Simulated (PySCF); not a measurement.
Species: C8H12.
SMILES: `C1=C[C@H]2CC[C@@H]1CC2`

Computed with PySCF at CAM-B3LYP/def2-SVPD, non-relativistic, on one gas-phase PBE0-D3(BJ)/def2-SVP geometry that isn't relaxed in the solvent. The solvent is an IEF-PCM continuum (Bondi radii, 1.10 Å for H, scaled by 1.2), and excitations are vertical TDDFT with non-equilibrium linear response and a frozen core. Only the electrostatic response of the medium enters.

Gas-phase singlets (H = HOMO, L = LUMO):

| state | E (eV) | λ (nm) | f | leading configuration |
| --- | --- | --- | --- | --- |
| S1 | 6.781 | 183 | 0.040 | H→L 83% |
| S2 | 6.911 | 179 | 0.180 | H→L+1 96% |
| S3 | 7.362 | 168 | 0.007 | H-1→L+1 91% |
| S4 | 7.714 | 161 | 0.000 | H→L+2 84% |
| S5 | 7.724 | 161 | 0.000 | H→L+3 64% |

Problem. Give the list for chloroform (ε = 4.711), n² = 2.09.

Solution. 
```csv
state,E (eV),λ (nm),f,leading configuration,change by rank (eV)
S1,6.807,182,0.250,H→L+1 96%,+0.026
S2,6.816,182,0.058,H→L 84%,-0.095
S3,7.294,170,0.010,H-1→L+1 91%,-0.068
S4,7.723,161,0.000,H-3→L+1 89%,+0.009
S5,7.800,159,0.000,H→L+2 81%,+0.076
```

Problem. What are the lowest 5 singlets in methanol (ε = 32.61)?

Solution. 
```
state  E (eV)  λ (nm)      f  leading configuration  change by rank (eV)
   S1   6.836     181  0.233              H→L+1 96%               +0.055
   S2   6.844     181  0.057                H→L 84%               -0.067
   S3   7.273     170  0.010            H-1→L+1 92%               -0.089
   S4   7.697     161  0.000            H-3→L+1 90%               -0.017
   S5   7.841     158  0.001              H→L+3 61%               +0.117
```

Problem. The ground-state energy changes by -0.052 eV from gas to methanol. By how much does the total energy of gas-phase S1 change?

Solution. E(S1) = E(S0) + excitation energy, so it changes by -0.052 + 0.063 = +0.011 eV: it isn't lowered at all, while the ground state is. This is the vertical state, with the slow part of the continuum still set for S0.

Problem. How do the frontier levels move from gas to methanol?

Solution. 
```json
{"orbital": "LUMO+2", "gas (eV)": "2.04", "solvent (eV)": "2.18", "change (eV)": "+0.14"}
{"orbital": "LUMO+1", "gas (eV)": "1.50", "solvent (eV)": "1.53", "change (eV)": "+0.03"}
{"orbital": "LUMO", "gas (eV)": "1.33", "solvent (eV)": "1.45", "change (eV)": "+0.12"}
{"orbital": "HOMO", "gas (eV)": "-8.28", "solvent (eV)": "-8.27", "change (eV)": "+0.01"}
{"orbital": "HOMO-1", "gas (eV)": "-9.51", "solvent (eV)": "-9.40", "change (eV)": "+0.11"}
{"orbital": "HOMO-2", "gas (eV)": "-9.65", "solvent (eV)": "-9.53", "change (eV)": "+0.12"}
{"orbital": "HOMO-3", "gas (eV)": "-9.85", "solvent (eV)": "-9.73", "change (eV)": "+0.12"}
```

The HOMO–LUMO gap goes from 9.60 to 9.72 eV.
